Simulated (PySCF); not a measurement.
(E)-1,2-dichloro-1,2-difluoroethene (C2Cl2F2), SMILES F/C(Cl)=C(/F)Cl.

Geometry: B3LYP-D3(BJ)/def2-SVP.

Level of theory: PySCF with HF/def2-TZVP.

Isolated molecule, no solvent.

Computed frontier levels, gap, dipole moment and polarisability:
The highest occupied level is -10.26 eV and the lowest empty level is 3.69 eV. The orbital gap comes out as 13.95 eV. The dipole moment comes out as 0.00 D, the quadrupole, principal values (traceless, Buckingham form, about the centre of nuclear charge) is -4.56, 0.72, 3.84 D·Å and the mean static polarisability is 47.7 bohr³ (7.06 Å³). The polarisability, principal values is 30.0, 40.8, 72.2 bohr³.
